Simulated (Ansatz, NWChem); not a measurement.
## Heat of formation of CH3Cl3Si (methyltrichlorosilane) from total energies

CH3Cl3Si: 8 atoms, total charge 0, spin state singlet. SMILES: `C[Si](Cl)(Cl)Cl`. Geometry: relaxed at PBE0-D4/def2-TZVP.

Total energies at HF/cc-pVDZ (NWChem 7.3.0); the atoms run unrestricted:

```tsv
species	state	energy (Eh)
CH3Cl3Si	singlet	-1707.232625
C	triplet	-37.686544
Si	triplet	-288.850077
Cl	doublet	-459.471143
H	doublet	-0.499278
```

Harmonic wavenumbers at PBE0-D4/def2-TZVP, in cm⁻¹: 153, 153, 169, 216, 217, 232, 451, 584, 584, 765, 812, 812, 1282, 1439, 1439, 3059, 3154, 3154.

Measured heats of formation of the gaseous atoms at 298.15 K, in kJ/mol: C 716.9, Si 450.0, Cl 121.3, H 218.0. Spin-orbit lowering of the atoms at 298 K (mean of the ground term's levels less their thermal mean, from spectra), in kJ/mol: C 0.02, Si 0.44, Cl 3.44. Take 1 Eh = 2625.50 kJ/mol, 1 cm⁻¹ = 0.0119627 kJ/mol, RT = 2.479 kJ/mol.

Task: What heat of formation follows?

Result: 
1. Electronic atomisation energy: (-37.686544) + (-288.850077) + 3 × (-459.471143) + 3 × (-0.499278) − (-1707.232625) = 0.784741 Eh = 2060.3 kJ/mol.
2. Zero-point energy: half the sum of the wavenumbers, 9337.5 cm⁻¹ = 111.7 kJ/mol.
3. Thermal vibrational enthalpy, Σ hcν̃/(exp(hcν̃/kT) − 1): 11.4 kJ/mol. Translation, rotation and pV of a non-linear molecule: 4 RT = 9.9 kJ/mol.
4. The 8 free atoms carry 5/2 RT each: 49.6 kJ/mol.
5. Spin-orbit coupling lowers the free atoms by 0.02 + 0.44 + 3 × 3.44 = 10.8 kJ/mol.
6. Atomisation enthalpy at 298 K: 2060.3 − 10.8 − 111.7 − 11.4 − 9.9 + 49.6 = 1966.1 kJ/mol.
7. Sum of the atoms' heats of formation: 2184.8 kJ/mol. Heat of formation: 2184.8 − 1966.1 = +218.7 kJ/mol.

The tabulated value is -528.9 kJ/mol (NIST-JANAF tables; in doubt: it may be an older value or an estimate), so this level is off by +747.6 kJ/mol, or 27.5 % of the atomisation enthalpy that the table implies (2713.6 kJ/mol). Hartree–Fock leaves out correlation, which is larger in the molecule than in the atoms, so it underbinds and puts the heat of formation too high. Anharmonicity and any spin-orbit splitting of the molecule are left out.
